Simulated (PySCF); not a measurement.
## Spinor energies of Mn (manganese, neutral)

Start: [Ar] 3d5 4s2; 3d3/2 filled at m_j = -3/2, -1/2, +1/2, +3/2; 3d5/2 filled at m_j = +5/2. Calculated with PySCF 2.14 in x2c-SVPall-2c: generalised Hartree-Fock with the X2C-1e Hamiltonian and a Gaussian nucleus; one run each with spin-orbit coupling (SO) switched off, then screened by Boettger's factors.

```csv
spinor shell,electrons,"ε, spin-free (eV)","ε, screened SO (eV)",weight of nominal j (screened SO),"rms radius, screened SO (bohr)"
1s1/2,2,-6596.6,-6596.5,1.000,0.0704
2s1/2,2,-803.30,-803.29,1.000,0.302
2p1/2,2,-677.22,-684.66,0.979,0.271
3s1/2,2,-105.71,-105.71,1.000,0.916
3p1/2,2,-67.880,-68.341,0.664,0.988
3p3/2,4,-67.880,-67.655,0.832,0.991
3d3/2,4,-17.183,-17.197,0.509,1.29
3d5/2,1,-17.183,-17.126,1.000,1.29
4s1/2,2,-6.868,-6.868,1.000,3.65
```

(1) Where does 2p3/2 lie, and what is the 2p spin-orbit splitting (screened SO)?

```csv
quantity,spin-free,screened SO
E (hartree),-1157.21109,-1157.22151
M_J,5/2,5/2
⟨J²⟩,8.773,8.773
⟨L²⟩,0.000,0.001
⟨S²⟩,8.773,8.772
```

Each row is a mean over spinors that exchange with the open shell spreads, by up to 13.792 eV (3p3/2).

Rows whose weight is well below 1 are mixtures of j = l ± 1/2: exchange outweighs spin-orbit coupling there, and the label is only the starting occupation.

Without spin-orbit coupling the j labels of p, d and f shells carry no meaning; the spin-free column gives the mean over the occupied spinors of each nl shell.

Results:

(1) At -673.55 eV, 11.109 eV above 2p1/2.
